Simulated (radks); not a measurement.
The sulfur anion S2-, [Ar], held by a Watson sphere: a shell of charge +2 at radius R that stands for the Madelung well of a crystal (potential energy -2/R inside, -2/r outside, in hartree with lengths in bohr). Method: non-relativistic Kohn-Sham, r2SCAN, spin-polarised, spherical densities, point nucleus; meta-GGA in the generalised Kohn-Sham scheme; computed with a radial shooting solver on a logarithmic mesh with Libxc functionals.

R (bohr) = 1.93: e(2p) (eV) -156.15; e(3s) (eV) -19.442; e(3p) (eV) -8.957; <r> 3p (bohr) 2.038; sum of <r^2> (bohr^2) 38.39; X-ray form factor at sin(theta)/lambda = 0.3 1/angstrom 8.999
R (bohr) = 2.2: e(2p) (eV) -156.01; e(3s) (eV) -18.556; e(3p) (eV) -8.387; <r> 3p (bohr) 2.110; sum of <r^2> (bohr^2) 40.90; X-ray form factor at sin(theta)/lambda = 0.3 1/angstrom 8.951
R (bohr) = 2.31: e(2p) (eV) -155.98; e(3s) (eV) -18.212; e(3p) (eV) -8.146; <r> 3p (bohr) 2.139; sum of <r^2> (bohr^2) 41.91; X-ray form factor at sin(theta)/lambda = 0.3 1/angstrom 8.940
R (bohr) = 2.32: e(2p) (eV) -155.98; e(3s) (eV) -18.181; e(3p) (eV) -8.123; <r> 3p (bohr) 2.141; sum of <r^2> (bohr^2) 42.00; X-ray form factor at sin(theta)/lambda = 0.3 1/angstrom 8.940
R (bohr) = 3.37: e(2p) (eV) -155.31; e(3s) (eV) -15.522; e(3p) (eV) -5.910; <r> 3p (bohr) 2.374; sum of <r^2> (bohr^2) 51.01; X-ray form factor at sin(theta)/lambda = 0.3 1/angstrom 8.950
R (bohr) = 3.6: e(2p) (eV) -155.09; e(3s) (eV) -15.075; e(3p) (eV) -5.487; <r> 3p (bohr) 2.416; sum of <r^2> (bohr^2) 52.82; X-ray form factor at sin(theta)/lambda = 0.3 1/angstrom 8.958
R (bohr) = 3.74: e(2p) (eV) -154.96; e(3s) (eV) -14.824; e(3p) (eV) -5.243; <r> 3p (bohr) 2.441; sum of <r^2> (bohr^2) 53.90; X-ray form factor at sin(theta)/lambda = 0.3 1/angstrom 8.962
R (bohr) = 4.49: e(2p) (eV) -154.23; e(3s) (eV) -13.694; e(3p) (eV) -4.107; <r> 3p (bohr) 2.558; sum of <r^2> (bohr^2) 59.50; X-ray form factor at sin(theta)/lambda = 0.3 1/angstrom 8.977
